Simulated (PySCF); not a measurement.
Sr(F)2 anion (F₂Sr), SMILES [F][Sr][F] (connectivity only; charge and spin as stated), charge -1, multiplicity 2. Atoms are numbered in the order given.

```xyz
3

Sr     0.0000     0.0000     0.3636
F      0.0000    -1.8943    -0.7676
F      0.0000     1.8943    -0.7676
```
Charge -1, spin multiplicity 2.

The structure is a stationary point at B3LYP-D3(BJ)/def2-TZVPD. The multiplicity is an assumed one; other spin states were not compared. The isomer is the one that the SMILES or the coordinates give; other isomers of the formula were not compared. The def2 effective core potentials stand for the cores of Sr; spin–orbit coupling is left out.

Calculation: ωB97X/def2-TZVPD in PySCF.

Mulliken values depend strongly on the basis, most of all with diffuse functions as here. ESP charges are fitted to the potential on shells at 1.4 to 2.0 van der Waals radii. Atomic charges (e):

```
atom  ESP fit  Mulliken  Mulliken spin
----  -------  --------  -------------
Sr1       ___      0.82           1.04
F2        ___     -0.91          -0.02
F3        ___     -0.91          -0.02
```

Problem. What belongs in the gaps? (The exact figures need the calculation; the answer reports its results.)

Solution. 
- Sr1, ESP fit: -0.41
- F2, ESP fit: -0.30
- F3, ESP fit: -0.30
